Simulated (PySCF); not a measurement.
C₄H₁₂GeO₃, SMILES C[C](C)(C)[Ge]([OH])([OH])[OH], GFN2-xTB optimised geometry.

```
20

C      1.21    -1.41    -0.01
C      0.72     0.03     0.00
C      1.21     0.77    -1.24
C      1.21     0.74     1.26
Ge    -1.33     0.03     0.00
O     -2.02    -0.78     1.40
O     -2.02    -0.78    -1.40
O     -2.02     1.65     0.00
H      0.81    -1.95     0.84
H      0.89    -1.91    -0.92
H      2.29    -1.44     0.03
H      0.89     1.81    -1.22
H      2.29     0.74    -1.29
H      0.81     0.30    -2.14
H      2.29     0.79     1.26
H      0.89     0.21     2.15
H      0.81     1.76     1.30
H     -2.29    -0.18     2.10
H     -2.29    -1.68    -1.23
H     -2.29     1.95    -0.87
```

Density from CAM-B3LYP/def2-SVP in PySCF at that geometry.

Minimum of the electron density along straight lines between bonded atoms, close to the bond critical point (lines longer than 1.1 times the sum of covalent radii, or with two minima, are not listed):

```csv
bond,length / Å,ρ at the minimum / e bohr⁻³,∇²ρ there / e bohr⁻⁵,position (fraction from the first atom)
C1–C2,1.522,0.248,-0.57,0.50
C2–C3,1.522,0.248,-0.57,0.50
C2–C4,1.522,0.248,-0.57,0.50
C2–Ge5,2.048,…,-0.04,0.53
Ge5–O6,1.762,0.143,0.71,0.47
Ge5–O7,1.762,0.143,0.71,0.47
Ge5–O8,1.762,0.143,0.71,0.47
C1–H9,1.089,0.277,-1.03,0.63
C1–H10,1.088,0.277,-1.02,0.63
C1–H11,1.090,0.275,-1.01,0.63
C3–H12,1.088,0.277,-1.02,0.63
C3–H13,1.090,0.275,-1.01,0.63
C3–H14,1.089,0.277,-1.03,0.63
C4–H15,1.090,0.275,-1.01,0.63
C4–H16,1.088,0.277,-1.02,0.63
C4–H17,1.089,0.277,-1.03,0.63
O6–H18,0.955,0.354,-2.43,0.82
O7–H19,0.955,0.354,-2.43,0.82
O8–H20,0.955,0.354,-2.43,0.82
```

Question: Fill in the missing entries.

Answer: 
- C2–Ge5, ρ at the minimum / e bohr⁻³: 0.119
